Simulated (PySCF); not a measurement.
**[VO4]4-: what the settings change**

[VO4]4-: V(IV) (d1), charge -4. The structure is a PBE0-D3(BJ)/def2-TZVP, IEF-PCM water geometry optimised for multiplicity 2; coordination tetrahedral, point group D2d, metal–donor distances 1.80 Å.

```
5

V     0.0000    0.0000    0.0000
O     0.9749    1.0705    1.0705
O     0.9749   -1.0705   -1.0705
O    -0.9749   -1.0705    1.0705
O    -0.9749    1.0705   -1.0705
```

Method (PySCF 2.14, density fitting): CASSCF(1,5) with orbitals averaged over all microstates of the shell, strongly contracted NEVPT2 on the averaged canonical orbitals; basis x2c-TZVPall on the metal, x2c-SVPall elsewhere; spin-free X2C; IEF-PCM water; spin-orbit coupling by state interaction with the mean-field operator over all roots.

Base run: NEVPT2 ground state 2A1 (from 2E), next 2B1 (from 2E) at 1131, then 2E (from 2T2) at 11546 cm⁻¹, 10Dq(NEVPT2) 12161, ζ 176 cm⁻¹, g 1.924 1.924 2.001, μeff(300 K) 1.73 μB.

(1) What happens with the basis x2c-TZVPall on all atoms?

Charge-transfer states lie outside this active space and may come lower than some of these levels. An active orbital has only 0.74 squared overlap with the free ion's shell, so the metal shell alone is a small active space here. NEVPT2 on the d shell alone tends to put d–d bands too high for such charged or covalently bound ions.

## Answers

(1) NEVPT2 ground state 2A1 (from 2E), next 2B1 (from 2E) at 1203, then 2E (from 2T2) at 10524 cm⁻¹, 10Dq(NEVPT2) 11060, ζ 176 cm⁻¹, g 1.917 1.917 2.001, μeff(300 K) 1.73 μB. It took 13 s against 6 s on a shared host of the same kind.
